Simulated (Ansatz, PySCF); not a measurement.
C3H6FNSi, SMILES F[C@@H]1CN=C[SiH2]1. Atoms are numbered in the order given.

```xyz
12

F     -1.4119     0.6658     1.1650
C     -0.9278     0.4620    -0.1399
C     -0.9099    -1.0506    -0.4255
N      0.3648    -1.7040    -0.1094
C      1.3612    -0.9172     0.0662
Si     0.9298     0.9239    -0.1414
H     -1.5952     0.9977    -0.8333
H     -1.1210    -1.2491    -1.4911
H     -1.7128    -1.5367     0.1525
H      2.3375    -1.3753     0.2844
H      1.3194     1.8336     0.9643
H      1.4150     1.4640    -1.4426
```
Charge 0, spin multiplicity 1.

Coordinates come from a TPSSh-D3(BJ)/def2-SVP optimisation. The structure was generated by enumeration; whether it is a known compound was not checked. The values are those of a single conformer.

Two levels are set side by side: PBE-D3(BJ)/def2-SVP (Ansatz, a program for electronic structure) and TPSSh-D3(BJ)/def2-SVP (PySCF). Each level has its own optimised geometry; the coordinates shown are those of the second. Frequencies come from the Hessian of PySCF at each geometry. Differences are taken from unrounded values.

```
quantity                            TPSSh-D3(BJ)  PBE-D3(BJ)  PBE-D3(BJ) minus TPSSh-D3(BJ)
----------------------------------  ------------  ----------  -----------------------------
mean bond length (Å)                       1.408       1.416                          0.008
bond F1–C2 (Å)                             1.407       1.407                          0.000
bond C2–C3 (Å)                             1.539       1.542                          0.003
bond C2–Si6 (Å)                            1.914       1.924                          0.010
bond C3–N4 (Å)                             1.467       1.466                         -0.001
bond N4–C5 (Å)                             1.282       1.287                          0.005
bond C5–Si6 (Å)                            1.902       1.911                          0.009
bond C2–H7 (Å)                             1.101       1.111                          0.010
bond C3–H8 (Å)                             1.104       1.113                          0.009
bond C3–H9 (Å)                             1.102       1.112                          0.009
bond C5–H10 (Å)                            1.100       1.109                          0.009
bond Si6–H11 (Å)                           1.484       1.500                          0.017
bond Si6–H12 (Å)                           1.490       1.506                          0.016
highest harmonic wavenumber (cm⁻¹)          3109        3040                            -70
mean harmonic wavenumber (cm⁻¹)             1254        1214                            -41
zero-point energy (kcal/mol)               53.79       52.05                          -1.74
```

Exact exchange shortens and stiffens bonds; PBE has none. Differences between two approximate levels are no errors against the true value.
